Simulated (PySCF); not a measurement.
## How methods differ on the ionisation energy of As

As [Ar] 3d10 4s2 4p3 (4S) → As⁺ [Ar] 3d10 4s2 4p2 (3P), as a difference of total energies. All numbers are calculated (PySCF 2.14, a scalar-relativistic core potential, in cc-pVTZ-PP with ECP10MDF). Correlated levels: valence: 3s2 3p6 3d10 frozen. The calculations carry no spin-orbit coupling.

```json
{"method": "UHF", "ionisation energy (eV)": "9.424", "error (eV)": "-0.584"}
{"method": "LDA", "ionisation energy (eV)": "9.989", "error (eV)": "-0.019"}
{"method": "B3LYP", "ionisation energy (eV)": "9.804", "error (eV)": "-0.204"}
{"method": "MP2 (valence)", "ionisation energy (eV)": "9.897", "error (eV)": "-0.111"}
{"method": "SCS-MP2 (valence)", "ionisation energy (eV)": "9.751", "error (eV)": "-0.257"}
{"method": "CCSD (valence)", "ionisation energy (eV)": "9.863", "error (eV)": "-0.145"}
{"method": "CCSD(T) (valence)", "ionisation energy (eV)": "9.895", "error (eV)": "-0.113"}
```

Reference: 10.008 eV (measured; NIST levels, between the centres of gravity of the two terms).

Errors of the correlated levels include the incompleteness of this basis and the frozen core.
